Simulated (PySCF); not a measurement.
## Worked example: entropy of an ideal gas

Se(H)(SH) (H2SSe), SMILES S[SeH].

The structure is a stationary point at PBE0-D3(BJ)/def2-TZVP.

PySCF with PBE0-D3(BJ)/def2-TZVP gives the harmonic wavenumbers 412, 422, 790, 853, 2396, 2683 cm⁻¹ and the rotational temperatures 6.2957, 0.2112, 0.2105 K. The molar mass is 113.05 g/mol, the symmetry number 1, the spin multiplicity 1.

Question: Work out the entropy at 298.15 K and 1 atm in the rigid-rotor, harmonic-oscillator model.

Answer: 
Translation (Sackur–Tetrode at 1 atm): S = R[1.5 ln M + 2.5 ln T − 1.16487] = 167.7 J/(mol K).
Rotation: q = (√π/σ) T^1.5/√(θA θB θC) = 17200, S = R[ln q + 3/2] = 93.6 J/(mol K).
Vibration: with u = 1.4388 ν/T, each mode gives R[u/(e^u − 1) − ln(1 − e^−u)]:
```csv
ν (cm⁻¹),modes,u,S (J/(mol K))
412,1,1.99,3.85
422,1,2.04,3.70
790,1,3.81,0.90
853,1,4.12,0.70
```
The stiffer modes add less than 0.005 each. Sum 9.2 J/(mol K).
Spin: R ln 1 = 0.0 J/(mol K).
Total 270.5 J/(mol K); the program's own thermochemistry gives 270.4. Translation makes up 62 % and vibration 3 %. Anharmonicity, hindered rotation and orbital degeneracy are left out.
